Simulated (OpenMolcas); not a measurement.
# Ir6+: moving or changing the point charges

Ir6+ among 6 point charges of -1 e arranged as a tetragonal octahedron (D4h), 2 Å from the ion, with the axial distance 1.760 Å.
```
   2.0000    0.0000    0.0000  -1.00
   0.0000    2.0000    0.0000  -1.00
  -2.0000    0.0000    0.0000  -1.00
   0.0000   -2.0000    0.0000  -1.00
   0.0000    0.0000    1.7600  -1.00
   0.0000    0.0000   -1.7600  -1.00
```

```json
{
  "Program": "OpenMolcas",
  "Method": "SS-CASPT2, IPEA 0.25 Eh, imaginary shift 0.1 Eh (closed shells correlated: 5s 5p)",
  "Basis": "ANO-RCC-VTZP [8s7p5d3f1g]",
  "Scalar Hamiltonian": "DKH2, point nucleus",
  "Active space": "3 electrons in 5 orbitals (5d)",
  "State averaging": "2S+1 = 4 even, 10 roots; 2S+1 = 2 even, 40 roots",
  "Spin-orbit coupling": "state interaction with AMFI integrals over the reference wave functions"
}
```

Runs around this geometry, states (labels of D4, the rotations of D4h). Energies in cm-1 above the lowest state or level, χT in cm3 K/mol.

```
R (Å)  q (e)  Axial / equatorial distance  Ground state  First state of that spin  First gap with spin-orbit (degeneracies)  χT at 300 K  First state of another spin
    2     -1                         0.81           4B1                   4E 3320                               2220 (2, 2)        0.101                    2B1 15160
    2   -0.8                         0.88           4B1                  4B2 2890                               1080 (2, 2)        0.108                    2B1 15380
 1.83     -1                         0.88           4B1                  4B2 5580                               1380 (2, 2)        0.111                    2B1 15710
    2     -1                         0.88           4B1                  4B2 3610                               1230 (2, 2)        0.108                    2B1 15470
 2.11     -1                         0.88           4B1                   4E 2710                               1180 (2, 2)        0.106                    2B1 15310
```

Scaling the charges by -0.8 / -1 = 0.80 scales the first state of the same spin by 2890 / 3610 = 0.80; with fixed orbitals a first-order splitting would follow the charge.

Free-ion shares, where given, are those of the reference states; single-state CASPT2 does not remix them. Spin-orbit coupling mixes the spin-free states strongly: the lowest level takes only 33 % from its leading state, 4E, which lies 3325 cm-1 above the lowest spin-free state (figures for R = 2, q = -1, ratio = 0.81; the like holds for R = 2, q = -0.8, ratio = 0.88, R = 1.83, q = -1, ratio = 0.88, R = 2, q = -1, ratio = 0.88, R = 2.11, q = -1, ratio = 0.88). This is an electrostatic model: the charges have no orbitals. No measured value stands beside these numbers.
